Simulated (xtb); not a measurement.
CuF, singlet, at a GFN2-xTB geometry (such geometries of metal compounds can be far from the true shape); GFN0-xTB (xtb).

Input for xtb:
```
$ xtb mol.xyz --gfn 0 --ohess --json

# file mol.xyz
2

Cu    -0.00000000    -0.00000000    -0.40615773
F      0.00000000     0.00000000     1.30873047
```

What the program printed (banner, timings and long lists left out):

```
   ID    Z sym.   atoms
    1   29 Cu     1
    2    9 F      2

           -------------------------------------------------
          |                Calculation Setup                |
           -------------------------------------------------

           -------------------------------------------------
          |                 G F N 0 - x T B                 |
           -------------------------------------------------

          ...................................................
          :                      SETUP                      :
          :.................................................:
          :  # basis functions                  14          :
          :  # atomic orbitals                  13          :
          :  # shells                            5          :
          :  # electrons                        18          :
          :  electronic temp.          300.0000000     K    :
          :  accuracy                    1.0000000          :
          :  -> integral cutoff          0.2500000E+02      :
          :  -> integral neglect         0.1000000E-07      :
          ...................................................

         :::::::::::::::::::::::::::::::::::::::::::::::::::::
         ::                     SUMMARY                     ::
         :::::::::::::::::::::::::::::::::::::::::::::::::::::
         :: total energy              -8.447400325539 Eh    ::
         :: gradient norm              0.023420224245 Eh/a0 ::
         :: HOMO-LUMO gap              3.589845198234 eV    ::
         ::.................................................::
         :: H0 energy                 -8.394805552922 Eh    ::
         :: repulsion energy           0.005377136087 Eh    ::
         :: electrostat energy        -0.057849560423 Eh    ::
         :: -> Gsolv                   0.000000000000 Eh    ::
         ::    -> Gsasa                0.000000000000 Eh    ::
         ::    -> Gshift               0.000000000000 Eh    ::
         :: dispersion energy         -0.000122348281 Eh    ::
         :: short-range corr.          0.000000000000 Eh    ::
         :: add. restraining           0.000000000000 Eh    ::
         :: total charge               0.000000000000 e     ::
         :::::::::::::::::::::::::::::::::::::::::::::::::::::

      -----------------------------------------------------------
     |                   =====================                   |
     |                        A N C O P T                        |
     |                   =====================                   |
     |               Approximate Normal Coordinate               |
     |                Rational Function Optimizer                |
      -----------------------------------------------------------
      -----------------------------------------------------------
     |                   =====================                   |
     |                        A N C O P T                        |
     |                   =====================                   |
     |               Approximate Normal Coordinate               |
     |                Rational Function Optimizer                |
      -----------------------------------------------------------

          ...................................................
          :                      SETUP                      :
          :.................................................:
          :   optimization level            normal          :
          :   max. optcycles                   200          :
          :   ANC micro-cycles                  20          :
          :   degrees of freedom                 1          :
          :.................................................:
          :   RF solver                   davidson          :
          :   write xtbopt.log                true          :
          :   linear (good luck)              true          :
          :   energy convergence         0.5000000E-05 Eh   :
[...]
 * total energy  :    -8.4474003 Eh     change        0.0000000E+00 Eh
 * total energy  :    -8.4478215 Eh     change       -0.4211517E-03 Eh
 * total energy  :    -8.4481886 Eh     change       -0.3671260E-03 Eh
 * total energy  :    -8.4481993 Eh     change       -0.1067946E-04 Eh
 * total energy  :    -8.4481994 Eh     change       -0.1453968E-06 Eh
   *** GEOMETRY OPTIMIZATION CONVERGED AFTER 5 ITERATIONS ***
         :: total energy              -8.448199428124 Eh    ::
[...]
          |               Frequency Printout                |
           -------------------------------------------------
 vibrational frequencies (cm⁻¹)
eigval :        0.00     0.00     0.00     0.00     0.00   485.59
Molecule has the following symmetry elements: (Cinf) (sigma)
It seems to be the Cinfv point group
 reduced masses (amu)
   1: 53.29   2: 53.29   3: 53.29   4: 29.25   5: 29.25   6: 29.25
 IR intensities (km·mol⁻¹)
   1:  0.00   2:  0.00   3:  0.00   4:  5.22   5:  5.22   6:  2.32
 Raman intensities (Ä⁴*amu⁻¹)
   1:  0.00   2:  0.00   3:  0.00   4:  0.00   5:  0.00   6:  0.00
 output can be read by thermo (or use thermo option).
 writing <g98.out> molden fake output.
 recommended (thermochemical) frequency scaling factor: 1.0
           -------------------------------------------------
          |             Thermodynamic Functions             |
           -------------------------------------------------

cin symmetry found (for desy threshold:  0.10E+00) used in thermo

          ...................................................
          :                      SETUP                      :
          :.................................................:
          :  # frequencies                           1      :
          :  # imaginary freq.                       0      :
          :  linear?                              true      :
          :  only rotor calc.                    false      :
          :  symmetry                              cin      :
          :  rotational number                       1      :
          :  scaling factor                  1.0000000      :
          :  rotor cutoff                   50.0000000 cm⁻¹ :
          :  imag. cutoff                  -20.0000000 cm⁻¹ :
          :.................................................:

    mode    ω/cm⁻¹     T·S(HO)/kcal·mol⁻¹    T·S(FR)/kcal·mol⁻¹   T·S(vib)
   ------------------------------------------------------------------------
   ------------------------------------------------------------------------

   temp. (K)  partition function   enthalpy   heat capacity  entropy
                                   cal/mol     cal/K/mol   cal/K/mol   J/K/mol
 298.15  VIB   1.11                  147.459      1.282      0.695
         ROT   563.                  592.502      1.987     14.574
         INT   623.                  739.961      3.269     15.269
         TR   0.726E+27             1481.254      4.968     39.128
         TOT                        2221.2149     8.2374    54.3975   227.5993

       T/K    H(0)-H(T)+PV         H(T)/Eh          T*S/Eh         G(T)/Eh
   ------------------------------------------------------------------------
    298.15    0.353973E-02    0.464598E-02    0.258460E-01   -0.212000E-01
   ------------------------------------------------------------------------

         :::::::::::::::::::::::::::::::::::::::::::::::::::::
         ::                  THERMODYNAMIC                  ::
         :::::::::::::::::::::::::::::::::::::::::::::::::::::
         :: total free energy          -8.469399469759 Eh   ::
         ::.................................................::
         :: total energy               -8.448199428124 Eh   ::
         :: zero point energy           0.001106251578 Eh   ::
         :: G(RRHO) w/o ZPVE           -0.022306293214 Eh   ::
         :: G(RRHO) contrib.           -0.021200041635 Eh   ::
         :::::::::::::::::::::::::::::::::::::::::::::::::::::

optimized geometry written to: xtbopt.xyz

           -------------------------------------------------
          | TOTAL ENERGY               -8.448199428124 Eh   |
          | TOTAL ENTHALPY             -8.443553445210 Eh   |
          | TOTAL FREE ENERGY          -8.469399469759 Eh   |
          | GRADIENT NORM               0.000143748533 Eh/α |
          | HOMO-LUMO GAP               3.554459609361 eV   |
           -------------------------------------------------

normal termination of xtb
```
